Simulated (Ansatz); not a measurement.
Molecule: CH₂BI₂ (charge -1, singlet). It need not be the lowest isomer of its formula. Whether it binds its extra electron was not tested at this geometry. 
Structure (B3LYP-D3(BJ)/def2-TZVP (Ansatz, a quantum-chemistry and plane-wave program) minimum search):
SMILES: [CH2-]B(I)I
```xyz
6

C     -2.3810    -0.2366     0.2177
B     -0.9755    -0.0969     0.0892
I      0.4735    -1.6807     0.7167
I     -0.0002     1.7277    -0.7600
H     -3.0751     0.5394    -0.0905
H     -2.8434    -1.1275     0.6317
```
Charge -1, spin multiplicity 1.

Basis-set convergence of Hartree-Fock and CCSD correlation energies (hartree) with Ansatz. Correlated levels leave the core frozen unless marked. Spin-orbit coupling is left out. The frozen core is the preceding noble-gas configuration, with the filled d and f shells of earlier blocks. In def2 rows, elements after Kr have scalar-relativistic effective core potentials. This anion needs diffuse functions, which these sets lack.

```json
[
 {"basis": "def2-SVP", "functions": "90", "E(HF)": "-657.05079", "E(corr, CCSD)": "-0.46020"},
 {"basis": "def2-TZVPP", "functions": "190", "E(HF)": "-657.14192", "E(corr, CCSD)": "-0.59823"},
 {"basis": "def2-QZVPP", "functions": "338", "E(HF)": "(withheld)", "E(corr, CCSD)": "(withheld)"}
]
```

Problem. What belongs in the gaps?

Solution. 
- def2-QZVPP, E(HF): -657.14752
- def2-QZVPP, E(corr, CCSD): -0.65101
